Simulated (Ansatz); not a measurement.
Reaction (formal exchange of groups at a Te–Al bond): `[CH3][AlH][TeH]` + `NBO` → `NB(O)[TeH]` + `[CH3][AlH2]`

Calculated with Ansatz (gas phase, PBE0-D4/def2-TZVP geometries, no zero-point term in ΔE). CBS: MP2 limit from def2 TZ/QZ plus the TZ coupled-cluster correction, frozen cores. This one scheme is used for every species. Functionals use def2-TZVPP. Elements past krypton have def2 core potentials. For Te outer-core shells are correlated without core-valence functions, which leaves a few kJ/mol of doubt a bond. Each species was taken in one conformer, which may not be the lowest.

`[CH3][AlH][TeH]`:

```xyz
8

C    -0.524   -0.779    1.105
Al    0.483    0.330   -0.139
Te   -0.508    0.786   -2.425
H     0.058   -1.661    1.389
H    -1.477   -1.122    0.696
H    -0.731   -0.227    2.028
H     1.895    0.967    0.194
H     0.804    1.706   -2.848
```

`NBO`:

Z-matrix (Å, degrees):
```
N
B 1 1.397
H 1 1.003 2 122.7
H 1 1.006 2 122.6 3 -180.0
O 2 1.371 1 118.7 3 -180.0
H 2 1.202 1 119.9 3 -0.0
H 5 0.957 2 112.5 1 -180.0
```

`NB(O)[TeH]`:

Cartesian coordinates in Å:
```
N 0.652 -0.089 0.768
B -0.371 0.230 -0.136
O -1.334 1.172 0.087
Te -0.556 -0.771 -2.074
H 0.759 0.357 1.664
H 1.347 -0.787 0.578
H -1.266 1.621 0.934
H 0.770 -1.733 -1.820
```

`[CH3][AlH2]`:

Z-matrix (Å, degrees):
```
C
Al 1 1.950
H 1 1.093 2 112.5
H 1 1.093 2 112.6 3 123.1
H 1 1.097 2 109.5 3 -118.4
H 2 1.590 1 120.6 3 29.8
H 2 1.590 1 120.6 3 -151.5
```

CCSD(T)/CBS gives +102.1 kJ/mol.

Q: Another level gave +105.8 kJ/mol. Which?
A. RPA@PBE/def2-TZVPP
B. r2SCAN0-D4/def2-TZVPP
C. SCS-MP2/def2-TZVPP
D. B97M-V/def2-TZVPP

A: B. r2SCAN0-D4 105.8, SCS-MP2/def2-TZVPP 101.0, RPA@PBE/def2-TZVPP 96.3, B97M-V 87.8 kJ/mol.

Largest T1 diagnostic among the species: 0.012.

The D4 term adds −3.8 kJ/mol with B3LYP and −1.7 kJ/mol with PBE0; it sums over pairs of atoms, weighted by their polarisabilities, and B3LYP, whose exchange is more repulsive, gets the larger term. Leaving LDA and LC-ωPBE aside and taking each functional with its dispersion term where it has one, the values spread over 18.0 kJ/mol, from B97M-V to r2SCAN0-D4.

B3LYP here is the variant with VWN-RPA as its local correlation; programs differ in this.
